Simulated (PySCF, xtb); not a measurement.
C₃H₈GeSi, SMILES CC1[SiH2][GeH2][CH]=1.

Harmonic wavenumbers (cm⁻¹) from GFN2-xTB (xtb) at its own minimum, in rising order: 121, 149, 265, 294, 300, 320, 363, 414, 472, 507, 553, 599, 662, 688, 780, 832, 865, 1002, 1017, 1104, 1228, 1396, 1479, 1482, 1594, 1802, 1877, 2207, 2210, 2986, 3000, 3008, 3017.

Question: What does PBE0-D3(BJ)/def2-SVP run with PySCF 2.14.0 give at its own minimum? (An estimate is asked for; the answer gives what the named calculation found.)

Answer: 120, 170, 269, 293, 339, 374, 398, 530, 590, 597, 623, 663, 709, 752, 865, 880, 943, 988, 1038, 1113, 1239, 1380, 1444, 1446, 1628, 2138, 2140, 2206, 2211, 3040, 3125, 3141, 3144. Paired by order, the mean absolute difference is 65 cm⁻¹ and the zero-point energies are 55.2 and 57.9 kcal/mol.
